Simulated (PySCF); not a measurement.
**Polarisability and C₆ of Al (aluminium, neutral)**

[Ne] 3s2 3p1, 2P determinant. Calculation: PySCF 2.14, in aug-cc-pV(T+d)Z with one added diffuse shell each of s, p, d, f type (7s6p5d3f, 71 functions); the non-relativistic Hamiltonian (point nucleus). Coupled (time-dependent) response in atomic units; α is the mean over directions.

```csv
method,mean α (bohr³),"α xx, yy, zz",C₆ (like pair),S(−4)
UHF,61.68,"52.21, 80.62, 52.21",560.3,1980
PBE,66.21,"53.71, 91.22, 53.71",589.1,2882
PBE0,62.94,"52.17, 84.47, 52.17",561.0,2331
M06,67.33,"54.67, 92.64, 54.67",554.5,4079
PBEsol,67.11,"53.99, 93.37, 53.99",599.6,2980
```

S(−4) is the Cauchy moment in α(ω) = α(0) + S(−4) ω² + …

Reference α: 57.8 ± 1 bohr³ (recommended; Schwerdtfeger and Nagle, table of static dipole polarizabilities (2023 update)). Published C₆: 528.0 (Chu and Dalgarno (2004); Tang, Norbeck and Certain (1976)).

α(iu) at UHF:

```
u (hartree)  α(iu) (bohr³)
          0          61.68
     0.0500          57.23
      0.100          47.77
      0.200          30.21
      0.300          19.33
      0.500          9.268
      0.750          4.736
       1.00          2.891
       1.50          1.457
       2.00         0.9175
       3.00         0.4962
       5.00         0.2340
```

The components differ because the open shell of this determinant is not spherical; for a pure term their mean is the scalar polarisability.
